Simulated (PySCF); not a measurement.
Molecular orbitals of YS

M06 at R = 2.268 Å; basis Y x2c-TZVPPall, S x2c-TZVPPall; spin-free X2C with a Gaussian nucleus; PySCF 2.14. State: ²Σ⁺ (doublet), unpaired electrons σ ↑. Only the outer orbitals are listed, counted within each symmetry.

| spin | orbital | occ. | ε (eV) | on Y (%) | main shells (%) |
| --- | --- | --- | --- | --- | --- |
| α | 5π | 1 | -30.25 | 100 | 100 Y p |
| α | 5π | 1 | -30.25 | 100 | 100 Y p |
| α | 11σ | 1 | -30.14 | 97 | 97 Y p |
| α | 12σ | 1 | -16.78 | 11 | 89 S s |
| α | 13σ | 1 | -6.67 | 26 | 71 S p, 16 Y d, 9 Y s |
| α | 6π | 1 | -6.38 | 23 | 76 S p, 20 Y d |
| α | 6π | 1 | -6.38 | 23 | 76 S p, 20 Y d |
| α | 14σ | 1 | -4.70 | 100 | 80 Y s, 16 Y d |
| α | 2δ | 0 | -1.74 | 100 | 100 Y d |
| α | 2δ | 0 | -1.74 | 100 | 100 Y d |
| α | 7π | 0 | -1.69 | 98 | 64 Y p, 34 Y d |
| β | 5π | 1 | -30.21 | 100 | 100 Y p |
| β | 5π | 1 | -30.21 | 100 | 100 Y p |
| β | 11σ | 1 | -29.92 | 96 | 96 Y p |
| β | 12σ | 1 | -16.75 | 11 | 89 S s |
| β | 13σ | 1 | -6.62 | 26 | 72 S p, 16 Y d |
| β | 6π | 1 | -6.36 | 24 | 75 S p, 20 Y d |
| β | 6π | 1 | -6.36 | 24 | 75 S p, 20 Y d |
| β | 14σ | 0 | -2.34 | 98 | 76 Y s, 11 Y p, 10 Y d |
| β | 15σ | 0 | -1.37 | 91 | 49 Y d, 40 Y p |
| β | 2δ | 0 | -1.34 | 100 | 100 Y d |

Problem. Which are the highest filled and the lowest empty level, where do they sit, and how wide is the gap?

Solution. Highest filled α 14σ at -4.70 eV (in %: 80 Y s, 16 Y d); lowest empty β 14σ at -2.34 eV (in %: 76 Y s, 11 Y p, 10 Y d); the gap at M06 is 2.36 eV.

```json
{"bond order (Mayer)": "2.41", "⟨S²⟩": "0.751", "charge on Y (Mulliken, basis-dependent)": "0.40", "charge on Y (Löwdin, basis-dependent)": "-0.45", "dipole moment (positive dipole means Y(−)S(+))": "-6.36 D"}
```

Spin–orbit coupling is left out. The state is the lowest single determinant that the PBE0 search found; with open d or f shells the true ground state can be another one.
